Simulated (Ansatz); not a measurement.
Basis-set extrapolation for H₉NO₂Si₃, SMILES `N[Si](O)([SiH3])O[SiH3]` (PBE0-D4/def2-TZVP geometry, frozen core, the Gaussian-basis code of Ansatz). Multiplicity 1, RHF reference.

|  | def2-TZVPP | def2-QZVPP |
| --- | --- | --- |
| HF | -1076.533075 | -1076.571678 |
| MP2 correlation | -1.057928 | -1.140914 |
| CCSD(T) correlation | -1.157704 | not run |

Energies in hartree. Use E(X) = E(∞) + A·exp(−7.88·√X) for Hartree–Fock and E(X) = E(∞) + B·X^(−2.97) for correlation, with X = 3 and 4, and add CCSD(T) minus MP2 of the smaller set to the MP2 limit.

Task: What is the CCSD(T) energy at the basis-set limit?

Result: HF limit: -1076.571678 + (-0.038603) × 0.13774 = -1076.57700. MP2 limit: -1.140914 + (-0.082986) × 0.74074 = -1.20239. Higher-order term: -1.157704 − (-1.057928) = -0.09978. Total: -1077.87917 hartree, 118.2 kcal/mol below CCSD(T)/def2-TZVPP.
